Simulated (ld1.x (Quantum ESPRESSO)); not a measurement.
# What one change does to a pseudopotential (B (Z = 5), RRKJ)

ld1.x (Quantum ESPRESSO) 7.5 input, shortened:

```
&input
   title='B', zed=5., rel=1, dft='PBESOL', iswitch=3,
   config='[He] 2s1.5 2p1.5'
 /
 &inputp
   pseudotype=2, tm=.false., rho0=0.005, lloc=0,
   nlcc=.true., rcore=0.85
 /
2
2P  2  1   1.50   0.00  4.20  4.20  0.0
2S  1  0   1.50   0.00  1.00  1.00  0.0
 &test
   configts(1)='2s1.5 2p1.5'
 /
```

All-electron outer shells of the reference configuration (PBEsol, scalar-relativistic, ld1.x):

| shell | level (eV) | outermost node (bohr) | outermost maximum (bohr) |
| --- | --- | --- | --- |
| 1s | -180.14 | – | 0.21 |
| 2s | -9.62 | 0.46 | 1.52 |
| 2p | -3.80 | – | 1.57 |

Change: wave 2s (bound): rc 1.00 bohr becomes 2s (bound): rc 1.46 bohr.

Cutoffs: the cutoffs (Ry, on a coarse ladder) from which the occupation-weighted sum of valence levels, in a spherical-Bessel basis at the reference potential, stays within 10 and 1 mRy of its value at 400 Ry; they do not see the model core or the augmentation charge, which bear on the density cutoff. Errors are all-electron minus pseudo energies relative to the spin-unpolarised reference configuration.

What does the change do?

The potential gets softer (55 Ry and 140 Ry → 18 Ry and 50 Ry); the errors of the 7 common tests hardly move; neither file shows a bound ghost at the reference potential, the only one tested. A larger radius leaves more room for a smooth pseudo-wave, so fewer plane waves are needed.

| quantity | base | changed |
| --- | --- | --- |
| cutoff, loose | 55 Ry | 18 Ry |
| cutoff, tight | 140 Ry | 50 Ry |
| loose cutoff by channel (10 mRy a level) | p 6 Ry, s 45 Ry | p 6 Ry, s 18 Ry |
| bound ghosts | none | none |
| error for 2s2 2p1, meV [ΔE -2.91 eV] | -22 | -22 |
| error for 2s2 2p0, meV [ΔE 5.23 eV] | +478 | +477 |
| error for 2s1 2p0, meV [ΔE 30.49 eV] | +1426 | +1426 |
| error for 2s2 2p1.3, meV [ΔE -3.63 eV] | -36 | -36 |
| error for 2s0 2p3, meV [ΔE 8.75 eV] | -191 | -193 |
| error for 2s2 2p0.5, meV [ΔE -0.05 eV] | +96 | +96 |
| error for 2s1 2p2, meV [ΔE 2.91 eV] | -21 | -21 |
| s: phases at 4.52 bohr within 0.05 rad from the reference energy up to (Ry; the scan ends near 5) | 2.1 | 2.1 |
| p: phases at 4.52 bohr within 0.05 rad from the reference energy up to (Ry; the scan ends near 5) | 0.2 | 0.2 |

Base: These tests converged, but a pseudo level misses the all-electron one widely, so the file describes the atom poorly there or has found another state: 2s1 2p0: empty 2p by 2.6 eV. Changed file: These tests converged, but a pseudo level misses the all-electron one widely, so the file describes the atom poorly there or has found another state: 2s1 2p0: empty 2p by 2.6 eV.
